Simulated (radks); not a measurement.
Problem. The mean radii <r> (bohr) of the occupied orbitals of an atom or ion are listed with their occupations. Calculated with a radial shooting solver on a logarithmic mesh with Libxc functionals: non-relativistic Kohn-Sham, PBE, spin-polarised, spherical densities, point nucleus.

| orbital | occ. | <r> |
|---|---|---|
| 1s up | 1 | 0.1040 |
| 1s down | 1 | 0.1040 |
| 2s up | 1 | 0.5218 |
| 2s down | 1 | 0.5217 |
| 2p up | 3 | 0.4860 |
| 2p down | 3 | 0.4859 |
| 3s up | 1 | 1.897 |
| 3s down | 1 | 1.910 |
| 3p up | 3 | 2.327 |

Name the element and its charge. Open shells, if any, are filled with parallel spins first.

Solution. Z = 15, phosphorus, charge 0: P in [Ne] 3s2 3p3. The 1s radius gives Z: for a bare nucleus <r> = 1.5/Z, 0.1 bohr for Z = 15, and screening makes it slightly larger (0.1040 here). The occupations add up to 15, and the charge is Z minus that.
